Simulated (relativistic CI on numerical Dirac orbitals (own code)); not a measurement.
**Tb2+: sensitivity of the levels to the model**

Base calculation: Dirac-Coulomb-Breit CI, KLI orbitals optimised for each configuration, a model potential for QED, valence Slater integrals scaled by 0.85, P86 correlation energy added to each configuration.

CI space (outside the closed core [Kr] 4d10 5s2): 4f9.5p6, 4f8.5p6.5d, 4f8.5p6.6s, 4f8.5p6.6p, 4f7.5p6.6s2, 4f8.5p6.7s, 4f8.5p6.7p, 4f8.5p6.8s, 4f11.5p4. Levels of other configurations are missing.

Variants: (1) self-excluded LDA correlation estimate; (2) valence Slater integrals scaled by 0.75; (3) Breit term removed; (4) non-relativistic limit. Shifts of the energy above 4f8.5p6.5d 8G_13/2, in cm⁻¹, for the lowest level and the first level of each name with at least 55 % of one term (blank where a level changes its place among those of its configuration and J or its character, or is not in the variant):

```csv
Level,Base,Δ(1),Δ(2),Δ(3),Δ(4)
4f8.5p6.5d 8G_13/2,0.0,0.0,0.0,0.0,0.0
4f8.5p6.5d 8G_15/2,149.1,0.0,+65.8,+54.6,-149.1
4f8.5p6.5d 8G_9/2,1322.3,0.0,-2.4,+12.5,-1322.3
4f8.5p6.5d 8G_7/2,2180.9,0.0,+47.1,+34.0,-2180.9
4f8.5p6.5d 8G_5/2,2843.1,0.0,+65.6,+40.0,-2843.1
4f8.5p6.5d 8G_3/2,3330.9,0.0,+86.5,+46.3,-3330.9
4f8.5p6.5d 8F_13/2,3506.2,+0.1,-93.2,+111.2,-1323.1
4f8.5p6.5d 8G_1/2,3627.4,0.0,+99.1,+49.8,-3627.4
4f8.5p6.5d 8F_3/2,5641.7,+0.1,-179.7,+56.8,-3458.6
4f8.5p6.5d 8H_17/2,5763.3,0.0,-592.1,+66.7,-88.2
4f8.5p6.5d 8F_1/2,6031.2,+0.1,-178.3,+59.8,-3848.1
4f8.5p6.5d 8H_15/2,6765.4,0.0,-594.8,+81.3,-1090.2
4f8.5p6.5d 8D_5/2,7311.0,0.0,-296.2,+87.8,-4041.8
4f8.5p6.5d 8H_13/2,7536.7,0.0,-587.7,+78.1,-1861.5
4f8.5p6.5d 8D_3/2,7538.8,0.0,-301.6,+84.4,-4269.6
4f8.5p6.5d 8H_11/2,8082.6,0.0,-610.1,+56.5,-2407.5
4f9.5p6 6H°_15/2,8322.5,-295.9,-3010.6,+804.0,-25447.6
4f8.5p6.5d 8H_9/2,8541.5,0.0,-604.9,+48.1,-2866.3
4f8.5p6.5d 8H_7/2,8907.0,0.0,-600.4,+40.9,-3231.8
4f8.5p6.5d 8H_5/2,9188.0,0.0,-594.8,+36.1,-3512.9
4f8.5p6.5d 8H_3/2,9387.5,0.0,-590.5,+32.6,-3712.3
4f8.5p6.5d 6F_11/2,10114.7,+5.0,-1121.2,+17.3,-243.0
```

Correlation outside the listed configurations is missing or only estimated: errors of thousands of cm⁻¹ between configurations and terms are usual at this charge. Rates and lifetimes follow the computed energies and can be off by large factors. The fine structure of a lone outer electron comes out too small, for d and f at times inverted, and misplaced configurations move strength between like terms. 48 of the 57 excited levels that our extract of the measured tables holds in this range could be paired (the sources list more); they are missed by 13056 cm⁻¹ on average and 17803 at most, and levels without a partner can miss by more. Some levels of the ground configuration have no partner and can miss by 10 % or more. The computed lowest level isn't the tabulated ground level, which NIST ASD gives as 4f9 6H°15/2.

Ionisation energy from the two ground configurations alone: base 19.67 eV; self-excluded LDA correlation estimate 19.98 eV; valence Slater integrals scaled by 0.75 19.95 eV; Breit term removed 19.57 eV. The NIST ASD value (semi-empirical) is 21.82 eV. The gap of more than 2 % comes from missing correlation, or from a tabulated value that is itself an estimate.

LS names give the leading component of a level, which can be under half, so a name can repeat, a term be missing and a line seem to break the LS rules.
